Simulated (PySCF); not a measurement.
**Telling isomers of C₉H₁₀ apart by NMR**

- shieldings: GIAO PBE0/pcSseg-1
- GFN2-xTB geometry
- run in PySCF 2.14
- gas phase, one averaged value for each set of equivalent atoms, single conformer, non-relativistic

Scale: 1H and 13C vs TMS (reference shieldings calculated alike). Where no couplings were computed, multiplicities follow the n + 1 count of equivalent neighbours, and m marks all less simple cases (inequivalent or close neighbours, rings, F or P nearby). Shifts are as computed. Against solution values, carbons near 30 ppm lie about +3 ppm off and those near 130 ppm about +5 ppm. Of 1211 compounds with measured shifts, 218 miss one by over three times the rms of a fit or turn the order of signals round; such compounds aren't used in these exercises.

(1) Tabulate the signals of `C=C(C)C1=C[C@@H]2C=C[C@H]12`, `c1ccc2c(c1)CCC2` and their relative energies.

(2) What is the quickest way to tell C=C(C)C1=C[C@@H]2C=C[C@H]12 from c1ccc2c(c1)CCC2?

Answers

(1) 
```tsv
SMILES	carbon types	δC	δH	E rel. (kcal/mol)
C=C(C)C1=C[C@@H]2C=C[C@H]12	2×C 5×CH 1×CH2 1×CH3	165.8, 154.3, 153.0, 147.0, 142.8, 118.1, 51.9, 48.2, 21.9	7.05 (m, 1H), 6.86 (m, 1H), 6.65 (d, 1H), 5.35 (m, 1H), 5.25 (m, 1H), 3.96 (m, 1H), 3.86 (m, 1H), 2.00 (s, 3H)	91.9
c1ccc2c(c1)CCC2	2×C 4×CH 3×CH2	149.3, 131.7, 129.8, 36.8, 28.9	7.56 (m, 2H), 7.43 (m, 2H), 3.05 (m, 4H), 2.10 (m, 2H)	0.0
```

Energies are electronic energies at PBE0/pcSseg-1 on these geometries, without zero-point or thermal terms, each for the one conformer computed, which needn't be the lowest.

(2) Count the carbon signals: 9 against 5. The first has a terminal =CH2 carbon at 118.1 ppm, the second an sp3 CH2 on an aromatic ring at 36.8 ppm. Their most deshielded carbons lie at 165.8 and 149.3 ppm. In the proton spectra the most deshielded non-exchanging signals are 7.05 (m, 1H) and 7.56 (m, 2H).
